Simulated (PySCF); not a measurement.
# One molecule, several mistakes: BH4O2Si cation

All numbers below are calculated, not measured. The program is PySCF 2.14.0, an open-source quantum chemistry code, run on an isolated molecule that a program drew, which may never have been made. The molecule is BH4O2Si cation (charge +1, singlet), drawn as the SMILES string `O[B+][SiH2]O`.

Each row is a Hartree-Fock (HF) and frozen-core CCSD(T) single point in the cc-pV(D+d)Z basis, meant for a local HF minimum. Run 1 is clean. Each other run has one planted mistake out of seven kinds, and not every kind appears here: one electron removed, one electron added, multiplicity raised by two, geometry at a saddle point, minimal basis STO-3G, one bond length entered in bohr, all coordinates scaled. The reference is restricted for singlets and unrestricted otherwise, and also for a bond in bohr. Adding or removing an electron swaps singlet and doublet. Electrons count all cores. HOMO and LUMO are orbital energies over both spins, the gradient is its largest component, and the lowest frequency (negative if imaginary) is given only where the gradient is small. Bond lengths are over the 7 bonds as drawn. T1 is the CCSD diagnostic: over 0.02 (restricted) or 0.045 (unrestricted) a single reference is doubtful.

Geometry of the clean run:
```xyz
8
BH4O2Si cation, angstrom
O    -1.4728   -1.9340   -3.2849
B    -1.2100   -1.3593   -2.2237
Si   -0.8188   -0.3466   -0.4393
O     0.4748   -1.2135    0.0055
H    -1.1940   -2.6360   -3.8672
H    -0.5668    1.0375   -0.8454
H    -2.0303   -0.5258    0.3631
H     0.9835   -1.0810    0.7957
```

| run | electrons | basis functions | <S^2> | HOMO (eV) | LUMO (eV) | gradient (hartree/bohr) | lowest frequency (cm^-1) | mean bond (Å) | longest bond (Å) | T1 | HF (hartree) | CCSD(T) (hartree) | mistake |
|---|---|---|---|---|---|---|---|---|---|---|---|---|---|
| 1 | 38 | 85 | 0.000 | -17.63 | -3.42 | 2.8e-05 | 93 | 1.3964 | 2.089 | 0.0155 | -465.49958 | -466.07111 | no fault |
| 2 | 38 | 28 | 0.000 | -14.55 | 0.22 | 4.2e-02 | - | 1.3964 | 2.089 | 0.0193 | -459.83439 | -460.03541 | minimal basis STO-3G |
| 3 | 38 | 85 | 0.000 | -17.83 | -3.26 | 5.5e-02 | - | 1.3391 | 2.003 | 0.0142 | -465.48333 | -466.04768 | ? |
| 4 | 38 | 85 | 2.015 | -13.38 | -8.27 | 6.9e-02 | - | 1.3964 | 2.089 | 0.0335 | -465.29748 | -465.85711 | ? |

**Which mistake was planted in run 3, and what did it cost?**

The mean and the longest bond both change by the same factor, 0.959, and the gradient is no longer small. So the mistake is: all coordinates scaled. Subtracting run 1 and multiplying by 627.51 kcal/mol a hartree, the energy moved by 10.2 kcal/mol in HF and 14.7 kcal/mol in CCSD(T).

**Which mistake was planted in run 4, and what did it cost?**

Electrons, basis and geometry are unchanged, and <S^2> is 2.015, beside S(S+1) = 2.00 for a multiplicity of 3. So the mistake is: multiplicity raised by two. Subtracting run 1 and multiplying by 627.51 kcal/mol a hartree, the energy moved by 126.8 kcal/mol in HF and 134.3 kcal/mol in CCSD(T).

